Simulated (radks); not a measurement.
Values are calculated unless marked as measured or tabulated.
All-electron atom: V+ in [Ne] 3s1.5 3p6 3d4 4p0.5 (fractional occupations, a model configuration).

Level of theory: Dirac Kohn-Sham, PBE, spin-unpolarised, spherical densities, finite nucleus; open shells fill j = l - 1/2 first; Fermi nuclear charge, rms radius 3.6002 fm (a radial shooting solver on a logarithmic mesh with Libxc functionals).

Energy parts (eV):
total: -25782.632
kinetic: 26058.823
electron-nucleus: -61270.779
Hartree: 10652.605
exchange-correlation: -1223.281

Orbitals (lengths in bohr, moments of r in powers of bohr; r(90%) holds 90 % of the orbital's charge):
| orbital | occ. | eigenvalue (eV) | <r> | r(90%) | small-component weight |
|---|---|---|---|---|---|
| 1s1/2 | 2 | -5372.186 | 0.06643 | 0.119 | 6.80e-03 |
| 2s1/2 | 2 | -609.2323 | 0.3079 | 0.478 | 1.20e-03 |
| 2p1/2 | 2 | -514.6592 | 0.2720 | 0.447 | 1.18e-03 |
| 2p3/2 | 4 | -507.5478 | 0.2748 | 0.451 | 1.17e-03 |
| 3s1/2 | 1.5 | -76.7497 | 0.9505 | 1.42 | 2.50e-04 |
| 3p1/2 | 2 | -51.1812 | 1.014 | 1.57 | 2.17e-04 |
| 3p3/2 | 4 | -50.3551 | 1.023 | 1.58 | 2.14e-04 |
| 3d3/2 | 4 | -11.8266 | 1.413 | 2.48 | 1.21e-04 |
| 3d5/2 | 0 | -11.7607 | 1.418 | 2.49 | 1.20e-04 |
| 4s1/2 | 0 | -10.6090 | 3.093 | 4.61 | 2.99e-05 |
| 4p1/2 | 0.5 | -6.7114 | 3.884 | 5.85 | 1.93e-05 |
| 4p3/2 | 0 | -6.6610 | 3.909 | 5.89 | 1.91e-05 |

The highest occupied level is 4p1/2 at -6.711 eV. The configuration is held as typed, so some empty levels lie below it. Summed over all electrons, <r^2> = 28.96 bohr^2, which gives a Langevin (diamagnetic) susceptibility term of -22.9 x 10^-6 cm^3/mol. The electron density at the nucleus is 9856 e/bohr^3.
